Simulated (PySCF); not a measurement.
Molfile (atoms numbered from 1):
```
C5H14NPSi2
     RDKit          3D

 23 22  0  0  0  0  0  0  0  0999 V2000
   -3.4960   -0.8863   -0.1093 C   0  0  0  0  0  0  0  0  0  0  0  0
   -2.5881   -0.0916    0.4381 C   0  0  0  0  0  0  0  0  0  0  0  0
   -2.8715    1.3475    0.7373 C   0  0  0  0  0  0  0  0  0  0  0  0
   -0.8609   -0.7225    0.8884 Si  0  0  1  0  0  4  0  0  0  0  0  0
   -0.7366   -2.8967    0.3022 P   0  0  0  0  0  0  0  0  0  0  0  0
    0.4553    0.3365    0.0333 C   0  0  0  0  0  0  0  0  0  0  0  0
    1.7615    0.2514    0.2743 C   0  0  0  0  0  0  0  0  0  0  0  0
    3.0916    1.2872   -0.5658 Si  0  0  0  0  0  4  0  0  0  0  0  0
    4.4721    0.2590   -0.6585 N   0  0  0  0  0  0  0  0  0  0  0  0
   -4.4869   -0.5450   -0.3710 H   0  0  0  0  0  0  0  0  0  0  0  0
   -3.2832   -1.9255   -0.3139 H   0  0  0  0  0  0  0  0  0  0  0  0
   -2.1790    1.9886    0.1941 H   0  0  0  0  0  0  0  0  0  0  0  0
   -2.7271    1.5411    1.7989 H   0  0  0  0  0  0  0  0  0  0  0  0
   -3.8893    1.6194    0.4644 H   0  0  0  0  0  0  0  0  0  0  0  0
   -0.6605   -0.6824    2.3503 H   0  0  0  0  0  0  0  0  0  0  0  0
    0.6380   -2.9573    0.4300 H   0  0  0  0  0  0  0  0  0  0  0  0
   -0.6502   -2.6574   -1.0587 H   0  0  0  0  0  0  0  0  0  0  0  0
    0.1208    1.0371   -0.7249 H   0  0  0  0  0  0  0  0  0  0  0  0
    2.0931   -0.4546    1.0280 H   0  0  0  0  0  0  0  0  0  0  0  0
    2.5634    1.7802   -1.8498 H   0  0  0  0  0  0  0  0  0  0  0  0
    3.5120    2.4191    0.2640 H   0  0  0  0  0  0  0  0  0  0  0  0
    4.3693   -0.6721   -1.0301 H   0  0  0  0  0  0  0  0  0  0  0  0
    5.3474    0.6512   -0.9652 H   0  0  0  0  0  0  0  0  0  0  0  0
  1  2  2  0
  2  3  1  0
  2  4  1  0
  4  5  1  0
  4  6  1  0
  6  7  2  0
  7  8  1  0
  8  9  1  0
  1 10  1  0
  1 11  1  0
  3 12  1  0
  3 13  1  0
  3 14  1  0
  4 15  1  1
  5 16  1  0
  5 17  1  0
  6 18  1  0
  7 19  1  0
  8 20  1  0
  8 21  1  0
  9 22  1  0
  9 23  1  0
M  END
```

[PySCF 2.14: PBE0/pcSseg-1 with gauge-including orbitals; coordinates at the GFN2-xTB level; no solvent; non-relativistic Hamiltonian; single conformer; rapidly exchanging positions averaged]

Predict the 2D correlation tables (HSQC, COSY, HMBC).

## Answers



HSQC (one-bond C–H):
```tsv
δH	δC
7.34 (H18)	161.4 (C6)
7.12 (H19)	162.0 (C7)
6.10 (H10)	136.4 (C1)
5.56 (H11)	136.4 (C1)
2.09 (H12/H13/H14)	27.1 (C3)
```

COSY cross peaks (H two or three bonds apart, from the bond graph; peaks can be absent where the dihedral angle is near 90°):
```tsv
δH	δH
7.34 (H18)	7.12 (H19)
7.34 (H18)	4.99 (H15)
7.12 (H19)	5.09 (H20)
7.12 (H19)	5.04 (H21)
6.10 (H10)	5.56 (H11)
5.09 (H20)	5.04 (H21)
4.99 (H15)	1.06 (H16/H17)
```

HMBC (two and three bonds, from the bond graph):
```tsv
δH	δC
7.34 (H18)	162.0 (C7), 151.0 (C2)
7.12 (H19)	161.4 (C6)
6.10 (H10)	151.0 (C2), 27.1 (C3)
5.56 (H11)	151.0 (C2), 27.1 (C3)
5.09 (H20)	162.0 (C7), 161.4 (C6)
5.04 (H21)	162.0 (C7), 161.4 (C6)
4.99 (H15)	162.0 (C7), 161.4 (C6), 151.0 (C2), 136.4 (C1), 27.1 (C3)
2.09 (H12/H13/H14)	151.0 (C2), 136.4 (C1)
1.06 (H16/H17)	161.4 (C6), 151.0 (C2)
```

References, each an isolated molecule treated in the same way: TMS for ¹H (31.72 ppm) and ¹³C (186.93 ppm).

Short H···H contacts in this conformer between protons four or more bonds apart (candidates for NOE cross peaks, intensity ∝ r⁻⁶): H10···H14 2.40 Å, H12···H18 2.65 Å, H18···H20 2.79 Å.

The OH or NH signal is concentration- and solvent-dependent in practice; the value given is the gas-phase one. Shifts are as computed. Against solution values, carbons near 30 ppm lie about +3 ppm off and those near 130 ppm about +5 ppm. Of 1211 compounds with measured shifts, 218 miss one by over three times the rms of a fit or turn the order of signals round; such compounds aren't used in these exercises.
